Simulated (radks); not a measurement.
Results of a calculation; reference values are marked as such.
Neutral aluminium inside a hard spherical wall (all orbitals vanish at R), configuration held at [Ne] 3s2 3p1 and not refilled when levels cross. Level of theory: non-relativistic Kohn-Sham, PBE, spin-polarised, spherical densities, point nucleus; open shells are filled with parallel spins first (a radial shooting solver on a logarithmic mesh with Libxc functionals). Eigenvalues in eV for spin up, with the zero of energy where the potential of the charges vanishes at infinity; a dash marks a level that is unbound or too diffuse for the functional's potential to be trusted. A positive occupied level is held by the wall or, in an anion where self-interaction has pushed it up, behind a barrier. The pressure on the wall is -dE/dV.

[
 {"R (bohr)": "free", "E (hartree)": "-242.23204", "kinetic (hartree)": "241.839", "e(2s)": "-107.66", "e(2p)": "-69.633", "e(3s)": "-8.024", "e(3p)": "-3.018", "e(4s, empty)": "-", "e(4p, empty)": "-", "pressure (GPa)": "0"},
 {"R (bohr)": "20", "E (hartree)": "-242.23204", "kinetic (hartree)": "241.839", "e(2s)": "-107.66", "e(2p)": "-69.633", "e(3s)": "-8.024", "e(3p)": "-3.018", "e(4s, empty)": "-0.415", "e(4p, empty)": "0.248", "pressure (GPa)": "< 0.0001"},
 {"R (bohr)": "12", "E (hartree)": "-242.23192", "kinetic (hartree)": "241.840", "e(2s)": "-107.64", "e(2p)": "-69.613", "e(3s)": "-8.010", "e(3p)": "-3.003", "e(4s, empty)": "0.048", "e(4p, empty)": "1.305", "pressure (GPa)": "0.00189"},
 {"R (bohr)": "10", "E (hartree)": "-242.23125", "kinetic (hartree)": "241.845", "e(2s)": "-107.57", "e(2p)": "-69.546", "e(3s)": "-7.965", "e(3p)": "-2.949", "e(4s, empty)": "0.725", "e(4p, empty)": "2.466", "pressure (GPa)": "0.0172"},
 {"R (bohr)": "7", "E (hartree)": "-242.21813", "kinetic (hartree)": "241.921", "e(2s)": "-106.89", "e(2p)": "-68.864", "e(3s)": "-7.534", "e(3p)": "-2.352", "e(4s, empty)": "4.602", "e(4p, empty)": "7.909", "pressure (GPa)": "0.671"},
 {"R (bohr)": "6", "E (hartree)": "-242.19275", "kinetic (hartree)": "242.047", "e(2s)": "-106.02", "e(2p)": "-67.997", "e(3s)": "-6.966", "e(3p)": "-1.545", "e(4s, empty)": "8.459", "e(4p, empty)": "12.677", "pressure (GPa)": "2.73"},
 {"R (bohr)": "4", "E (hartree)": "-241.85081", "kinetic (hartree)": "243.296", "e(2s)": "-100.21", "e(2p)": "-62.178", "e(3s)": "-1.919", "e(3p)": "5.170", "e(4s, empty)": "33.933", "e(4p, empty)": "40.787", "pressure (GPa)": "67.8"},
 {"R (bohr)": "3.5", "E (hartree)": "-241.52131", "kinetic (hartree)": "244.288", "e(2s)": "-96.867", "e(2p)": "-58.832", "e(3s)": "2.119", "e(3p)": "10.188", "e(4s, empty)": "51.110", "e(4p, empty)": "58.600", "pressure (GPa)": "174"},
 {"R (bohr)": "2.5", "E (hartree)": "-239.39561", "kinetic (hartree)": "249.801", "e(2s)": "-84.564", "e(2p)": "-46.442", "e(3s)": "25.384", "e(3p)": "36.582", "e(4s, empty)": "133.92", "e(4p, empty)": "139.87", "pressure (GPa)": "1620"},
 {"R (bohr)": "2", "E (hartree)": "-235.75550", "kinetic (hartree)": "258.593", "e(2s)": "-71.673", "e(2p)": "-33.052", "e(3s)": "62.514", "e(3p)": "74.760", "e(4s, empty)": "244.32", "e(4p, empty)": "242.66", "pressure (GPa)": "6820"},
 {"R (bohr)": "1.5", "E (hartree)": "-224.50293", "kinetic (hartree)": "284.451", "e(2s)": "-42.522", "e(2p)": "-1.761", "e(3s)": "168.58", "e(3p)": "174.38", "e(4s, empty)": "515.42", "e(4p, empty)": "483.92", "pressure (GPa)": "41900"}
]
